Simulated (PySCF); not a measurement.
C7H4FS (doublet state).
Numbering: `[CH:1]#[C:2][C:3]#[C:4][C@@:5]1([F:6])[CH:7][S:8][CH2:9]1` (hydrogens: H10 on C1; H11 on C7; H12, H13 on C9)

Structure used (GFN2-xTB), in Å, numbered top down from 1:
```
atom  x, y, z in Å
C1     4.045   -0.313   -0.124
C2     2.858   -0.262    0.077
C3     1.521   -0.207    0.300
C4     0.329   -0.193    0.501
C5    -1.099   -0.068    0.682
F6    -1.482   -0.741    1.848
C7    -1.575    1.339    0.602
S8    -2.396    1.211   -0.904
C9    -1.928   -0.523   -0.537
H10    5.078   -0.354   -0.296
H11   -1.200    2.228    1.062
H12   -1.366   -0.993   -1.340
H13   -2.790   -1.123   -0.258
```

Computed, not measured: UKS B3LYP, pcH-1 on C F H S, non-relativistic, mean-field spin-orbit, GIAO in PySCF. Geometry: GFN2-xTB, one conformer, isolated molecule. Couplings are sensitive to structure, and on GFN2-xTB geometries they can be far from those on DFT ones. Stability of the SCF solution: not tested.

Computed for the main isotopes (class means, splittings of 0.05 mT or more): g = 2.0049; F6 19F +176.9 MHz (6.30 mT); H11 1H -38.2 MHz (1.36 mT); H10 1H -2.8 MHz (0.10 mT); H13 1H -2.2 MHz (0.08 mT); 16 first-order lines, 7.84 mT wide. Two of these splittings differ by less than 0.03 mT, so with lines wider than that fewer lines would be seen.

What changes when 1H at H13 is replaced by 2H?

The spin density stays the same (vibrational effects aside), so a scales with the nuclear g factor: 0.85744/5.58569 = 0.1535, so a goes from -2.2 to -0.3 MHz (0.012 mT). The spin goes from 1/2 to 1, so the 1:1 doublet becomes a 1:1:1 triplet. The spectrum then has 24 first-order lines over 7.79 mT, counting the new splitting although it is under 0.05 mT.

Lines closer than 0.012 mT are merged, which leaves 16.

```json
{"offset from centre (mT)": "-3.89", "relative intensity": "2"}
{"offset from centre (mT)": "-3.87", "relative intensity": "1"}
{"offset from centre (mT)": "-3.79", "relative intensity": "2"}
{"offset from centre (mT)": "-3.77", "relative intensity": "1"}
{"offset from centre (mT)": "-2.53", "relative intensity": "2"}
{"offset from centre (mT)": "-2.51", "relative intensity": "1"}
{"offset from centre (mT)": "-2.43", "relative intensity": "2"}
{"offset from centre (mT)": "-2.41", "relative intensity": "1"}
{"offset from centre (mT)": "+2.41", "relative intensity": "2"}
{"offset from centre (mT)": "+2.43", "relative intensity": "1"}
{"offset from centre (mT)": "+2.51", "relative intensity": "2"}
{"offset from centre (mT)": "+2.53", "relative intensity": "1"}
{"offset from centre (mT)": "+3.78", "relative intensity": "2"}
{"offset from centre (mT)": "+3.80", "relative intensity": "1"}
{"offset from centre (mT)": "+3.88", "relative intensity": "2"}
{"offset from centre (mT)": "+3.90", "relative intensity": "1"}
```

Give position and intensity of the satellites from 13C at C7.

a = +112.4 MHz, or 4.01 mT in magnitude, and I = 1/2, so to first order each main line has two satellites, at ±2.00 mT. The isotope's abundance is about 1.07 %, shared among 2 lines, so each has 0.54 % of the main line's intensity.

Give position and intensity of the satellites from 13C at C4.

a = +31.9 MHz, or 1.14 mT in magnitude, and I = 1/2, so to first order each main line has two satellites, at ±0.57 mT. The isotope's abundance is about 1.07 %, shared among 2 lines, so each has 0.54 % of the main line's intensity.

Give position and intensity of the satellites from 13C at C5.

a = -25.1 MHz, or 0.90 mT in magnitude, and I = 1/2, so to first order each main line has two satellites, at ±0.45 mT. The isotope's abundance is about 1.07 %, shared among 2 lines, so each has 0.54 % of the main line's intensity.

Time: 79 s (grids of density and orbitals included); peak memory 1.1 GiB. Hardware: AMD EPYC 7B13, one thread (shared host).
